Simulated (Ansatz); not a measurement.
Reaction (formal exchange of groups at the Si–Ge bond): `[NH2][GeH2][SiH2]F` + `O=C=NCO` → `O=C=N[SiH2]F` + `[NH2][GeH2][CH2]O`

Computed with Ansatz on PBE0-D4/def2-TZVP structures; ΔE is electronic, products minus reactants. CCSD(T)/CBS is the MP2 limit (def2-TZVPP, def2-QZVPP) plus CCSD(T) − MP2 in def2-TZVPP, frozen cores. Functionals use def2-TZVPP. For Ge outer-core shells are correlated without core-valence functions, which leaves a few kJ/mol of doubt a bond. Scalar relativity is left out up to krypton. One conformer a species, not always the lowest.

```
             species  PBE0-D4 energy (Eh)
`[NH2][GeH2][SiH2]F`          -2524.30502
           `O=C=NCO`           -283.01971
      `O=C=N[SiH2]F`           -558.45206
 `[NH2][GeH2][CH2]O`          -2248.91740
```

Question: Work out ΔE.

Answer: ΔE = (-558.45206) + (-2248.91740) − (-2524.30502) − (-283.01971) = -0.04473 Eh = -117.4 kJ/mol. CCSD(T)/CBS gives -132.8 kJ/mol.

Largest T1 diagnostic among the species: 0.015.

From PBE to PBE0 (25 % exact exchange), in def2-TZVPP and without D4, ΔE moves by −7.2 kJ/mol.
